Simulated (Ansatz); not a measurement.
Basis-set series for C2H3BCl2O. Charge 0, multiplicity 1. The bonds changed during the relaxation, so this is another structure than the one it started from. The structure was optimised at the PBE0-D4/def2-TZVP level.

Z-matrix (Å, degrees):
```
B
C 1 1.646
C 1 1.604 2 77.8
Cl 1 1.819 2 119.9 3 -114.5
H 1 1.209 2 113.4 3 104.9
O 2 1.524 1 88.4 3 -5.0
H 2 1.088 1 121.2 3 -113.7
H 2 1.088 1 118.0 3 101.9
Cl 3 1.678 1 142.0 2 -175.7
```

```
functional       basis  functions  energy (Eh)  HOMO (eV)  LUMO (eV)
   PBE0-D4    def2-SVP        107  -1097.54805      -7.55      -2.64
   PBE0-D4  def2-TZVPP        250  -1098.06532      -7.75      -2.76
   ωB97M-V    def2-SVP        107  -1097.94007      -9.76      -0.32
   ωB97M-V  def2-TZVPP        250  -1098.46037     -10.01      -0.49
```

Q: Give the rows for def2-QZVPP. (An estimate is asked.)

A: The calculation gave: 
| functional | basis | functions | energy (Eh) | HOMO (eV) | LUMO (eV) |
| --- | --- | --- | --- | --- | --- |
| PBE0-D4 | def2-QZVPP | 458 | -1098.10163 | -7.79 | -2.81 |
| ωB97M-V | def2-QZVPP | 458 | -1098.49467 | -10.06 | -0.56 |

Computed with Ansatz.
